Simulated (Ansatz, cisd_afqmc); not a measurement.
System: Cu, charge 0, doublet.

Total energies in def2-TZVPP, 11 correlated electrons, 9 frozen orbitals. UHF or UKS for unpaired electrons; spin-orbit terms are left out. Cores are frozen in correlated methods (noble-gas shells, and filled d and f shells in the p block). No relativity. AFQMC/CISD: phaseless, guided by CISD from CCSD amplitudes; bars are statistical, one sigma. Outlying blocks are dropped, and bars are widened where a walk drifts. Over all cases where full CI ran beside it in this data, AFQMC minus full CI had a median of +0.1 mEh and passed +0.4 mEh in a tenth of the cases. Open-shell metal atoms are single determinants of the lowest configuration found, not pure terms.

```json
[
 {"method": "HF", "program": "Ansatz", "energy (Eh)": "-1638.92317", "minus CCSDT(Q) (mEh)": "434.48"},
 {"method": "MP2", "program": "Ansatz", "energy (Eh)": "-1639.40396", "minus CCSDT(Q) (mEh)": "-46.31"},
 {"method": "CCSD", "program": "Ansatz", "energy (Eh)": "-1639.34212", "minus CCSDT(Q) (mEh)": "15.53"},
 {"method": "CCSD(T)", "program": "Ansatz", "energy (Eh)": "-1639.35915", "minus CCSDT(Q) (mEh)": "-1.50"},
 {"method": "CCSDT(Q)", "program": "Ansatz", "energy (Eh)": "-1639.35765", "minus CCSDT(Q) (mEh)": "0.00"},
 {"method": "AFQMC/CISD", "program": "cisd_afqmc", "energy (Eh)": "-1639.3562 ± 0.0004", "minus CCSDT(Q) (mEh)": "1.4 ± 0.4"}
]
```

Ansatz is a quantum-chemistry and plane-wave program.
